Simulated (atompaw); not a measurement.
# Plane-wave convergence, PAW (atompaw) potential for O

```
Element                 : oxygen
Generator               : atompaw 4.2.0.5
Type                    : PAW
Functional              : LDA (PW92)
Relativity              : scalar-relativistic
Frozen core             : none
Valence charge          : 8
Reference configuration : 1s2 2s2 2p3.5 (charge +0.5)
Partial waves           : 1s (bound): rc 0.40 bohr; 2s (bound): rc 1.95 bohr; 2p (bound): rc 1.95 bohr; 2p channel at 3.45 Ry: rc 1.95 bohr
Local potential         : troulliermartins scheme with l = 2 at 0 Ry, radius 1.30 bohr
Core correction         : none
Augmentation charge     : sinc compensation charge, radius 1.90 bohr; PAW radius 1.95 bohr; waves and projectors: modrrkj vanderbiltortho
```

The pseudo-atom Hamiltonian at the reference potential is diagonalised in spherical Bessel functions j_l(qr) that vanish at 20 bohr, with q² up to the cutoff. All-electron valence levels (Ry): 1s -38.1893, 2s -2.2901, 2p -1.2077.

Question: How do the lowest levels (Ry) of each channel move with the cutoff, and are there ghosts?

Answer:

```tsv
cutoff (Ry)	s #1	s #2	p #1	p #2	d #1	f #1	Σ f·Δε (mRy)
8	-10.3735	-0.6017	-1.1183	-0.0766	-0.0094	0.0429	59311.1
25	-16.6512	-2.2836	-1.2073	-0.0867	-0.0095	0.0429	43080.5
50	-27.6853	-2.2898	-1.2077	-0.0918	-0.0095	0.0429	20998.5
100	-35.0142	-2.2900	-1.2077	-0.0923	-0.0095	0.0429	6340.2
180	-37.8323	-2.2901	-1.2077	-0.0923	-0.0095	0.0429	703.8
400	-38.1842	-2.2901	-1.2077	-0.0923	-0.0095	0.0429	0.0
```

Result: no extra level below or beside the all-electron valence levels (s, p, d, f tested); 10 mRy is reached at 300 Ry and 1 mRy at over 300 Ry.
